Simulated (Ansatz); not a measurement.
The cluster Pb3⁻. Total charge -1; doublet. Geometry PBE0-D4/def2-SVPD, basis def2-TZVPD, Ansatz.

```xyz
3

Pb   -0.674   -1.567    0.441
Pb   -0.433    1.301    0.902
Pb    1.107    0.265   -1.343
```

```
run  HOMO (eV)  LUMO (eV)
  A       0.03       0.70
  B      -1.35       1.96
  C      -0.46       1.11
  D       0.18       0.47
  E      -2.10       2.57
  F      -0.99       1.77
```

In the def2 sets Pb takes a core potential; there is no spin–orbit coupling. The structure comes from a short search, and lower isomers may exist.

HOMO and LUMO are taken over both spins.

**Question.** The runs used BHLYP, CAM-B3LYP, PBE, PBE0, r2SCAN, ωB97M-V. Estimate which is which.

**Answer.** A r2SCAN (0 % exact exchange); B CAM-B3LYP (range-separated); C PBE0 (25 % exact exchange); D PBE (0 % exact exchange); E ωB97M-V (range-separated); F BHLYP (50 % exact exchange). Exact exchange lowers occupied and raises empty levels; among semilocal functionals meta-GGAs tend to open the gap a little, and such runs are hard to tell apart. The gap grows from 0.29 eV (PBE) to 4.67 eV (ωB97M-V). At r2SCAN-D4/def2-TZVPD, PBE-D4/def2-TZVPD the highest occupied level of the charge -1 doublet lies above zero (up to 0.18 eV). By energy differences its removal costs 1.88 eV (vertical, to the charge 0 triplet, at PBE-D4/def2-TZVPD); a positive level beside a positive removal energy at the same level points to self-interaction error.
